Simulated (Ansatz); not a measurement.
Ideal-gas functions of C2H3BrO (`C=C(O)Br`) at 600 K and 1 bar, from an Ansatz frequency run at PBE0-D4/def2-TZVP.

Molar mass 122.95 g/mol, point group Cs (symmetry number 1), electronic degeneracy 1, moments of inertia 47.255, 158.216, 205.471 u Å². Harmonic wavenumbers (cm⁻¹, unscaled): 325, 336, 380, 529, 620, 703, 810, 984, 1137, 1342, 1424, 1705, 3172, 3292, 3815.

Use S(trans) = R[1.5 ln M + 2.5 ln T − 1.1517]; rotational temperatures θ = 24.2544 K / I; S(rot) = R[ln(√π/σ · √(T³/θAθBθC)) + 1.5]; for each mode x = 1.438777 ν̃/T, S = R[x/(eˣ − 1) − ln(1 − e⁻ˣ)] and H = RT x/(eˣ − 1); 1 cm⁻¹ = 0.0119627 kJ/mol; R = 8.31446 J/(mol·K).

Question: By hand: the entropy, in J/(mol·K).

Answer: Translation 183.4. Rotation: θ = 0.5133, 0.1533, 0.118 K, giving 116.5. Vibration, mode by mode: 10.59, 10.33, 9.37, 6.87, 5.74, 4.89, 3.99, 2.87, 2.15, 1.46, 1.24, 0.72, 0.04, 0.03, 0.01, in all 60.3. Electronic 0.0. Sum 360.2 J/(mol·K).

Question: By hand: H − E and G − E in kJ/mol, counted from the electronic energy.

Answer: Zero-point energy ½ × 20574 × 0.0119627 = 123.1; thermal vibration 21.6; translation, rotation and pV give 4 RT = 20.0. H − E = 164.7 kJ/mol, and G − E = 164.7 − 600 × 360.2/1000 = -51.4 kJ/mol.

Vibration gives 17 % of the entropy. The sum counts one conformer and one mirror image; others add a mixing term.
